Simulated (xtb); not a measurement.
BOCl, SMILES O=BCl. All values are semi-empirical tight-binding results from xtb (GFN2-xTB unless named), good for trends rather than for accurate numbers. Geometry: GFN2-xTB.

```json
{
 "point_group_as_xtb_finds_it": "C∞v",
 "orbital_gap": "7.57 eV",
 "dipole_moment": "1.70 D",
 "zero_point_energy": "4.9 kcal/mol",
 "G − E(el) at 298.15 K (modified RRHO)": "-9.4 kcal/mol",
 "static polarisability (D4 model)": "33.5 bohr³",
 "solvation energy, GFN2-xTB/ALPB(water)": "-0.5 kcal/mol",
 "solvation energy, GFN2-xTB/ALPB(dmf)": "-3.5 kcal/mol"
}
```
